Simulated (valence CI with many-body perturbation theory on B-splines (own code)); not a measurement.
## Energy levels of Tb⁵⁹⁺

Level of theory: relativistic CI+MBPT: four valence electrons over a frozen Dirac-Fock core [He], a basis of 11 s, 11 p, 10 d, 8 f, 5 g, 2 h functions for each j, with the one-electron correlation potential Σ1, the two-electron term Σ2, the three-electron term Σ3, Breit, model QED; selected CI, second order for the rest, scaled by the run's own slope (own B-spline code, finite nucleus).

No measured spectrum was set against this ion. As an estimate, large intervals hold to a few tenths of a per cent, small ones and those within an open d or f shell to about a per cent. Among the levels kept, up to 930 cm⁻¹ of a level comes from second order outside the variational space, and about a tenth of that is noise between levels of different J, which matters for small intervals.

Levels 1 to 45 of 208, with energies above the lowest level, (2s^2 2p1/2^2) J=0. "Leading %" is the weight of the configuration and term that name the level; weights of strongly mixed levels are sums over their largest components and can fall short. In the jj column 3d3/2^4 stands for four electrons in 3d with j = 3/2. Lifetimes count E1, E2, E3, M1 and M2 decay at the calculated energies, and are blank where another channel may lead or the interval is too uncertain; long ones can be off by a factor of two.

| No. | Configuration | Term | J | E (Ry) | Leading % | Leading jj | Lifetime |
| --- | --- | --- | --- | --- | --- | --- | --- |
| 1 | 2s2.2p2 | 3P | 0 | 0.00 | 69 | 2s^2 2p1/2^2 (100 %) |  |
| 2 | 2s2.2p2 | 3P | 1 | 57.06 | 100 | 2s^2 2p1/2 2p3/2 (100 %) | 339 ps |
| 3 | 2s2.2p2 | 1D | 2 | 58.35 | 65 | 2s^2 2p1/2 2p3/2 (100 %) | 113 ns |
| 4 | 2s.2p3 | 3P° | 2 | 75.12 | 48 | 2s 2p1/2^2 2p3/2 (99 %) | 42.5 ps |
| 5 | 2s.2p3 | 3D° | 1 | 80.64 | 32 | 2s 2p1/2^2 2p3/2 (100 %) | 263 fs |
| 6 | 2s2.2p2 | 3P | 2 | 116.72 | 64 | 2s^2 2p3/2^2 (99 %) | 77.9 ps |
| 7 | 2s2.2p2 | 1S | 0 | 120.57 | 68 | 2s^2 2p3/2^2 (99 %) | 65.9 ps |
| 8 | 2s.2p3 | 5S° | 2 | 130.43 | 50 | 2s 2p1/2 2p3/2^2 (99 %) | 1.18 ps |
| 9 | 2s.2p3 | 3D° | 3 | 133.46 | 100 | 2s 2p1/2 2p3/2^2 (100 %) | 1.24 ps |
| 10 | 2s.2p3 | 3P° | 0 | 137.13 | 100 | 2s 2p1/2 2p3/2^2 (100 %) | 331 fs |
| 11 | 2s.2p3 | 3S° | 1 | 138.55 | 51 | 2s 2p1/2 2p3/2^2 (100 %) | 170 fs |
| 12 | 2s.2p3 | 1D° | 2 | 139.29 | 74 | 2s 2p1/2 2p3/2^2 (99 %) | 174 fs |
| 13 | 2s.2p3 | 3P° | 1 | 139.55 | 61 | 2s 2p1/2 2p3/2^2 (100 %) | 274 fs |
| 14 | 2p4 | 3P | 2 | 158.46 | 68 | 2p1/2^2 2p3/2^2 (99 %) | 183 fs |
| 15 | 2p4 | 1S | 0 | 162.54 | 63 | 2p1/2^2 2p3/2^2 (99 %) | 159 fs |
| 16 | 2s.2p3 | 3P° | 2 | 193.99 | 51 | 2s 2p3/2^3 (99 %) | 350 fs |
| 17 | 2s.2p3 | 1P° | 1 | 199.33 | 38 | 2s 2p3/2^3 (100 %) | 136 fs |
| 18 | 2p4 | 3P | 1 | 216.44 | 100 | 2p1/2 2p3/2^3 (100 %) | 115 fs |
| 19 | 2p4 | 1D | 2 | 217.76 | 69 | 2p1/2 2p3/2^3 (100 %) | 121 fs |
| 20 | 2p4 | 3P | 0 | 277.85 | 64 | 2p3/2^4 (100 %) | 87.0 fs |
| 21 | 2s2.2p.3s | 3P° | 0 | 565.42 | 99 | 2s^2 2p1/2 3s (99 %) | 8.29 fs |
| 22 | 2s2.2p.3s | 3P° | 1 | 565.66 | 67 | 2s^2 2p1/2 3s (100 %) | 6.67 fs |
| 23 | 2s2.2p.3p | 3D | 1 | 570.80 | 73 | 2s^2 2p1/2 3p1/2 (100 %) | 579 fs |
| 24 | 2s2.2p.3p | 3P | 0 | 573.68 | 68 | 2s^2 2p1/2 3p1/2 (99 %) | 258 fs |
| 25 | 2s.2p2.3s | 5P | 1 | 581.64 | 42 | 2s 2p1/2^2 3s (96 %) | 8.54 fs |
| 26 | 2s.2p2.3s | 3P | 0 | 584.13 | 69 | 2s 2p1/2^2 3s (99 %) | 9.06 fs |
| 27 | 2s.2p2.3p | 3P° | 1 | 587.61 | 33 | 2s 2p1/2^2 3p1/2 (98 %) | 2.80 fs |
| 28 | 2s.2p2.3p | 3P° | 0 | 587.67 | 50 | 2s 2p1/2^2 3p1/2 (99 %) | 249 fs |
| 29 | 2s2.2p.3p | 3D | 2 | 589.12 | 52 | 2s^2 2p1/2 3p3/2 (100 %) | 392 fs |
| 30 | 2s2.2p.3p | 3P | 1 | 589.29 | 47 | 2s^2 2p1/2 3p3/2 (96 %) | 217 fs |
| 31 | 2s2.2p.3d | 3F° | 2 | 593.27 | 75 | 2s^2 2p1/2 3d3/2 (100 %) | 6.43 fs |
| 32 | 2s2.2p.3d | 3D° | 1 | 595.07 | 50 | 2s^2 2p1/2 3d3/2 (98 %) | 853 as |
| 33 | 2s2.2p.3d | 3P° | 2 | 598.81 | 47 | 2s^2 2p1/2 3d5/2 (98 %) | 1.11 fs |
| 34 | 2s2.2p.3d | 3F° | 3 | 599.08 | 46 | 2s^2 2p1/2 3d5/2 (100 %) | 1.16 fs |
| 35 | 2s.2p2.3p | 3P° | 2 | 605.62 | 34 | 2s 2p1/2^2 3p3/2 (98 %) | 59.0 fs |
| 36 | 2s.2p2.3p | 3D° | 1 | 605.97 | 32 | 2s 2p1/2^2 3p3/2 (99 %) | 3.05 fs |
| 37 | 2s.2p2.3d | 3D | 1 | 609.72 | 45 | 2s 2p1/2^2 3d3/2 (99 %) | 7.52 fs |
| 38 | 2s.2p2.3d | 3D | 2 | 610.13 | 30 | 2s 2p1/2^2 3d3/2 (97 %) | 5.75 fs |
| 39 | 2s.2p2.3d | 3D | 3 | 615.07 | 36 | 2s 2p1/2^2 3d5/2 (99 %) | 1.16 fs |
| 40 | 2s.2p2.3d | 3F | 2 | 616.26 | 29 | 2s 2p1/2^2 3d5/2 (97 %) | 1.20 fs |
| 41 | 2s2.2p.3s | 3P° | 2 | 625.07 | 98 | 2s^2 2p3/2 3s (98 %) | 10.4 fs |
| 42 | 2s2.2p.3s | 1P° | 1 | 625.63 | 66 | 2s^2 2p3/2 3s (98 %) | 5.42 fs |
| 43 | 2s2.2p.3p | 3P | 1 | 631.54 | 50 | 2s^2 2p3/2 3p1/2 (97 %) | 213 fs |
| 44 | 2s2.2p.3p | 3D | 2 | 631.70 | 46 | 2s^2 2p3/2 3p1/2 (97 %) | 264 fs |
| 45 | 2s.2p2.3s | 5P | 2 | 636.60 | 84 | 2s 2p1/2 2p3/2 3s (98 %) | 12.1 fs |

The ionisation energy to 2s2.2p 2P°_1/2 of the next ion comes out as 13660 eV (NIST: 13658 ± 7 eV (theoretical)). All 208 levels together are meant to be complete up to 750.59 Ry.
